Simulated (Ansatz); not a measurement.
Start from `OC[SiH2][SiH2]O` and change one atom or group to get `BN[SiH2]CO`.

Ansatz, PBE0-D4/def2-TZVP geometries, multiplicity 1. Each molecule was computed in one conformer, which needn't be the lowest.

```tsv
property	`OC[SiH2][SiH2]O`
size of the dipole moment (ωB97M-V/def2-TZVPP) / D	1.22
HOMO energy (B3LYP/def2-TZVPP) / eV	-7.47
LUMO energy (PBE0/def2-TZVPP) / eV	-0.37
HOMO–LUMO gap (ωB97M-V/def2-TZVPP) / eV	11.05
size of the dipole moment (B3LYP/def2-TZVPP) / D	1.21
HOMO–LUMO gap (PBE0/def2-TZVPP) / eV	7.29
```

Problem. What does the change do to each property? (Best estimate.)

Solution. The calculation gave: 
```
                                          property  `BN[SiH2]CO`  shift
size of the dipole moment (ωB97M-V/def2-TZVPP) / D          0.83  -0.39
               HOMO energy (B3LYP/def2-TZVPP) / eV         -7.26   0.21
                LUMO energy (PBE0/def2-TZVPP) / eV         -0.39  -0.02
           HOMO–LUMO gap (ωB97M-V/def2-TZVPP) / eV         11.23   0.18
  size of the dipole moment (B3LYP/def2-TZVPP) / D          0.79  -0.42
              HOMO–LUMO gap (PBE0/def2-TZVPP) / eV          7.08  -0.21
```

Dipoles are sizes alone; their direction can turn.

B3LYP here is the variant with VWN-RPA as its local correlation; programs differ in this.
